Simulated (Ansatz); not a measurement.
Program: Ansatz. Geometries: PBE0-D4/def2-TZVP. ΔE: electronic, gas phase. CCSD(T)/CBS adds triple-zeta CCSD(T) − MP2 to the extrapolated MP2 energy (def2 sets, frozen cores). This one scheme is used for every species. Functionals use def2-TZVPP. For Ge outer-core shells are correlated without core-valence functions, which leaves a few kJ/mol of doubt a bond. Scalar relativity is left out up to krypton.

`[BH2][Ge]([F])([F])[AlH2]` + CH₄ → `[CH3][Ge]([F])([F])[AlH2]` + BH₃  (formal exchange of groups at a Ge–B bond)

CCSD(T)/CBS gives -7.3 kJ/mol.

Question: Another level gave -8.9 kJ/mol. Which?
A. MP2/def2-TZVPP
B. B97M-V/def2-TZVPP
C. r2SCANh-D4/def2-TZVPP
D. RPA@PBE/def2-TZVPP

Answer: D. RPA@PBE/def2-TZVPP -8.9, B97M-V 2.0, r2SCANh-D4 -2.8, MP2/def2-TZVPP -14.1 kJ/mol.

Largest T1 diagnostic among the species: 0.013.

At CCSD(T), def2-SVP lies +4.1 kJ/mol from the extrapolated value and def2-TZVPP −1.0 kJ/mol. From BLYP to BHLYP (50 % exact exchange), in def2-TZVPP and without D4, ΔE moves by −8.7 kJ/mol.
